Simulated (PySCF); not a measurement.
Mayer bond orders and bond lengths

Species: C₆H₁₁NS.
SMILES with atom numbers: `[CH3:1][C@@:2]1([CH2:3][NH2:4])[CH2:5][CH2:6][C:7]1=[S:8]` (hydrogens: H9, H10, H11 on C1; H12, H13 on C3; H14, H15 on N4; H16, H17 on C5; H18, H19 on C6)

Geometry (GFN2-xTB, Å), atoms numbered from 1 in this order:
```xyz
19
C6H11NS angstrom
C     -0.758    0.638    1.387
C     -0.028    0.205    0.123
C     -1.025   -0.022   -1.051
N     -2.027   -1.030   -0.844
C      1.196    1.061   -0.285
C      2.092   -0.187   -0.180
C      0.901   -0.963    0.289
S      0.677   -2.486    0.772
H     -0.043    0.871    2.174
H     -1.364    1.520    1.190
H     -1.400   -0.164    1.747
H     -0.454   -0.302   -1.941
H     -1.526    0.930   -1.252
H     -1.598   -1.929   -0.648
H     -2.635   -0.793   -0.068
H      1.439    1.839    0.434
H      1.134    1.498   -1.279
H      2.902   -0.132    0.547
H      2.508   -0.545   -1.122
```

Bond orders from the PBE0/pcSseg-1 density (PySCF). One conformer (not necessarily the lowest) at the GFN2-xTB geometry, without solvent, vibrations or thermal averaging.

Task: Where do the orders between heavy atoms depart from those drawn in the SMILES?

Result: The largest departure is 0.117, at C7–S8 (drawn double, 1.883).

Task: Give the Mayer order of every bond between heavy atoms, beside its length.

Result: 
| bond | drawn as | length (Å) | Mayer order |
| --- | --- | --- | --- |
| C1–C2 | single | 1.523 | 1.016 |
| C2–C3 | single | 1.557 | 0.948 |
| C3–N4 | single | 1.437 | 1.082 |
| C2–C5 | single | 1.548 | 0.989 |
| C5–C6 | single | 1.540 | 1.063 |
| C6–C7 | single | 1.497 | 1.004 |
| C7–S8 | double | 1.613 | 1.883 |
| C7–C2 | single | 1.502 | 0.898 |

By pair of heavy elements: C–C: lowest C7–C2 (0.898, 1.502 Å), highest C5–C6 (1.063, 1.540 Å); in 6 of the 15 pairs the longer bond (by over 0.003 Å) has the higher order (by 0.02 or more).

Task: And the bonds to hydrogen?

Result: C–H: 0.93 to 0.96 (9 bonds); H–N: 0.94 to 0.95 (2 bonds).

Task: Sum the orders of all bonds at each heavy atom with more than one neighbour and set the sums beside the valence in the SMILES.

Result: C1 3.884 (drawn 4), C2 3.851 (drawn 4), C3 3.920 (drawn 4), N4 2.979 (drawn 3), C5 3.934 (drawn 4), C6 3.923 (drawn 4), C7 3.785 (drawn 4). Orders between atoms that aren't bonded are not in these sums.

The Mayer order sums products of elements of PS (density times overlap matrix) between the two atoms' basis functions, so it depends on the basis set.
